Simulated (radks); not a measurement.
The numbers below are computed, except where a source is named.
Excited configurations of neutral arsenic: one electron is placed in a higher orbital outside [Ar] 3d10 4s2 4p2. The ground configuration is [Ar] 3d10 4s2 4p3. Level of theory: scalar-relativistic Kohn-Sham, BLYP, spin-polarised, spherical densities, point nucleus; open shells are filled with parallel spins first (a radial shooting solver on a logarithmic mesh with Libxc functionals). Excitation = E - E(ground); binding = E(ion) - E, where the ion is the core of charge +1; n* = 1/sqrt(2 binding) in atomic units, and the quantum defect is n - n*.

outer orbital,excitation (eV),binding (eV),quantum defect,<r> (bohr)
4d,7.737,1.865,1.299,7.880
5s,6.071,3.531,3.037,6.062
5p,7.312,2.290,2.563,8.243
6s,7.877,1.725,3.191,12.57
6d,8.781,0.821,1.930,24.53
7d,9.002,0.600,2.238,36.62
7f,9.181,0.421,1.313,60.25

The Delta-SCF ionisation energy is 9.602 eV (NIST Atomic Spectra Database: 9.789 eV, measured). Self-interaction in the functional shifts the binding energies and quantum defects, so they are the method's values and not measured ones. Open shells are spherical and high-spin; term and fine-structure splittings are not resolved.
